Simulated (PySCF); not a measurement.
## Nb: ionisation energy

Nb [Kr] 4d4 5s1 (6D) → Nb⁺ [Kr] 4d4 (5D), as a difference of total energies. Calculation: PySCF 2.14, in aug-cc-pwCVTZ-PP with ECP28MDF; a scalar-relativistic core potential. Correlated levels: valence: 4s2 4p6 frozen; valence and next inner shell: nothing frozen outside the core potential. The calculations carry no spin-orbit coupling.

| method | ionisation energy (eV) | error (eV) |
| --- | --- | --- |
| UHF | 5.982 | -0.794 |
| LDA | 7.464 | +0.688 |
| PBE | 7.197 | +0.421 |
| PBE0 | 6.926 | +0.150 |
| PBEsol | 7.240 | +0.464 |
| PW91 | 7.257 | +0.481 |
| LC-wPBE | 6.552 | -0.224 |
| MP2 (valence) | 6.455 | -0.321 |
| SCS-MP2 (valence) | 6.140 | -0.636 |
| MP2 (valence and next inner shell) | 6.798 | +0.022 |
| SCS-MP2 (valence and next inner shell) | 6.435 | -0.341 |

Reference: 6.776 eV (measured; NIST levels, between the centres of gravity of the two terms).

Errors of the correlated levels include the incompleteness of this basis and the frozen core.
